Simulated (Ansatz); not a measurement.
Reactions of CH4BrFGe, SMILES `F[CH2][GeH2][Br]`.

Gas-phase electronic energies from Ansatz, PBE0-D4/def2-TZVP geometries. CBS: MP2 limit from def2 TZ/QZ plus the TZ coupled-cluster correction, frozen cores. This one scheme is used for every species, atoms too. Functionals use def2-TZVPP. No spin–orbit coupling; open shells (•) take unrestricted orbitals. Spin–orbit coupling would lower the free atoms: a little for C, F; clearly for Br, Ge. Bonds to Br, Ge are less sure, by a few kJ/mol each and by 10 to 20 or more in all where they break to atoms, as the def2 sets lack core-valence functions. Scalar relativity is left out up to krypton. One conformer a species, not always the lowest.

```
                                                            reaction  ωB97X-V (eV)  ωB97M-V (eV)
              `F[CH2][GeH2][Br]` + GeH₄ → `F[CH2][GeH2][GeH3]` + HBr          0.60          0.58
                 `F[CH2][GeH2][Br]` + H₂S → `F[CH2][GeH2][SH]` + HBr          0.40          0.40
                   `F[CH2][GeH2][Br]` + H₂ → `[CH3][GeH2][Br]` + H–F         -1.32         -1.35
                 `F[CH2][GeH2][Br]` + CH₄ → `[CH3][GeH2][Br]` + `CF`         -0.14         -0.14
                      `F[CH2][GeH2][Br]` → `[CH2]F`• + `[GeH2][Br]`•          3.36          3.29
                       `F[CH2][GeH2][Br]` + H₂ → `[GeH3][Br]` + `CF`         -0.47         -0.45
                      `F[CH2][GeH2][Br]` + H₂ → `F[CH2][GeH3]` + HBr          0.68          0.69
                     `F[CH2][GeH2][Br]` → Br• + C• + F• + Ge• + 4 H•         26.07         25.83
`F[CH2][GeH2][Br]` + `B[NH][GeH3]` → `B[N]([GeH3])CF` + `[GeH3][Br]`          0.10          0.13
                  `F[CH2][GeH2][Br]` + H₂O → `[OH][GeH2][Br]` + `CF`         -0.61         -0.58
```

**Question.** Give the CCSD(T)/CBS values in the same order. (Estimate.)

**Answer.** Ansatz gave: 0.54, 0.39, -1.47, -0.17, 3.43, -0.44, 0.69, 26.07, 0.14, -0.55 eV.

Largest T1 diagnostic: 0.015, for `[CH2]F`•.
